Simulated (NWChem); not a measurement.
System: AlH3SO; SMILES [OH][AlH][SH]

Input file for NWChem:

```
start job
memory heap 200 mb stack 900 mb global 1100 mb
geometry units angstroms noautosym nocenter noautoz
  Al    -0.472008    -0.588718     0.000000
  H     -1.994564    -1.007173     0.000000
  O      0.813503    -1.703448     0.000000
  H      0.747019    -2.659271     0.000000
  S      0.099651     1.513444     0.000000
  H      1.419724     1.218308     0.000000
end
basis spherical
  * library pcsseg-1
end
dft
  xc xpbe96 cpbe96
  iterations 150
end
property
  shielding
end
task dft property
```

Parts of the log:

```
             Northwest Computational Chemistry Package (NWChem) 7.3.0
             --------------------------------------------------------

                             Geometry "geometry" -> ""
                             -------------------------

 Output coordinates in angstroms (scale by  1.889725989 to convert to a.u.)

  No.       Tag          Charge          X              Y              Z
 ---- ---------------- ---------- -------------- -------------- --------------
    1 Al                  13.0000    -0.47200800    -0.58871800     0.00000000
    2 H                    1.0000    -1.99456400    -1.00717300     0.00000000
    3 O                    8.0000     0.81350300    -1.70344800     0.00000000
    4 H                    1.0000     0.74701900    -2.65927100     0.00000000
    5 S                   16.0000     0.09965100     1.51344400     0.00000000
    6 H                    1.0000     1.41972400     1.21830800     0.00000000

 Effective nuclear repulsion energy (a.u.)     131.8527891345

  pbe96 is a nonlocal functional; adding pw91lda local functional.
                              NWChem Property Module
                              ----------------------

  itol2e modified to match energy
  convergence criterion.

                                 NWChem DFT Module
                                 -----------------

 Summary of "ao basis" -> "ao basis" (spherical)
 ------------------------------------------------------------------------------
       Tag                 Description            Shells   Functions and Types
 ---------------- ------------------------------  ------  ---------------------
 Al                         pcsseg-1                10       24   4s5p1d
 H                          pcsseg-1                 3        5   2s1p
 O                          pcsseg-1                 7       17   3s3p1d
 S                          pcsseg-1                10       24   4s5p1d

  itol2e modified to match energy
  convergence criterion.

[...]

          -----------------------------------------
          Chemical Shielding Tensors (GIAO, in ppm)
          -----------------------------------------

                                NWChem CPHF Module
                                ------------------

  scftype          =     RHF
  nclosed          =       20
  nopen            =        0
  variables        =     1200
  # of vectors     =        3
  tolerance        = 0.10D-03
  level shift      = 0.00D+00
  max iterations   =       50
  max subspace     =       30

 SCF residual:    1.0863899905107700E-005

Iterative solution of linear equations
  No. of variables     1200
  No. of equations        3
  Maximum subspace       30
        Iterations       50
       Convergence  1.0D-04

   iter   nsub   residual    time
   ----  ------  --------  ---------
     1      3    8.48D-06      15.1

      Atom:    1  Al
        Diamagnetic
    794.3305     -0.9425     -0.0000
     -0.9425    800.3283     -0.0000
     -0.0000     -0.0000    795.5498

        Paramagnetic
   -437.8132     41.3726      0.0000
     41.3726   -410.7239      0.0000
      0.0000      0.0000   -443.4058

        Total Shielding Tensor
    356.5173     40.4301      0.0000
     40.4301    389.6045      0.0000
      0.0000      0.0000    352.1440

           isotropic =     366.0886
          anisotropy =      75.9843

          Principal Components and Axis System
                 1           2           3
              416.7448    352.1440    329.3770

      1         0.5574      0.0000      0.8303
      2         0.8303     -0.0000     -0.5574
      3         0.0000      1.0000     -0.0000

      Atom:    2  H
        Diamagnetic
     35.0556      3.4152     -0.0000
      3.4152     25.8344     -0.0000
     -0.0000     -0.0000     23.0364

        Paramagnetic
     -3.7465     -0.4912      0.0000
     -0.4912     -1.2138      0.0000
      0.0000      0.0000     -0.2704

        Total Shielding Tensor
     31.3091      2.9240      0.0000
      2.9240     24.6206      0.0000
      0.0000      0.0000     22.7659

           isotropic =      26.2319
          anisotropy =       9.2629

          Principal Components and Axis System
                 1           2           3
               32.4071     23.5225     22.7659

      1         0.9362     -0.3516     -0.0000
      2         0.3516      0.9362     -0.0000
      3         0.0000      0.0000      1.0000

      Atom:    3  O
        Diamagnetic
    386.1636    -12.6561      0.0000
    -12.6561    406.3482     -0.0000
      0.0000     -0.0000    373.2297

        Paramagnetic
   -108.4427    -37.6134     -0.0000
    -37.6134   -211.6401     -0.0000
     -0.0000     -0.0000    -82.7253

        Total Shielding Tensor
    277.7209    -50.2695     -0.0000
    -50.2695    194.7081     -0.0000
     -0.0000     -0.0000    290.5044

           isotropic =     254.3111
          anisotropy =      70.6408

          Principal Components and Axis System
                 1           2           3
              301.4050    290.5044    171.0240

      1         0.9046     -0.0000      0.4262
      2        -0.4262      0.0000      0.9046
      3         0.0000      1.0000      0.0000

      Atom:    4  H
        Diamagnetic
     23.4545     -2.3579      0.0000
     -2.3579     47.2740     -0.0000
      0.0000     -0.0000     21.4450

        Paramagnetic
     -0.7762     -0.8455     -0.0000
     -0.8455     -7.4375     -0.0000
     -0.0000     -0.0000      1.2781

[...]
```

Level: PBE/pcSseg-1, GIAO. All runs use the structure optimised with PBE0/def2-SVP. The printed shielding anisotropy is the first printed principal value minus the mean of the other two.
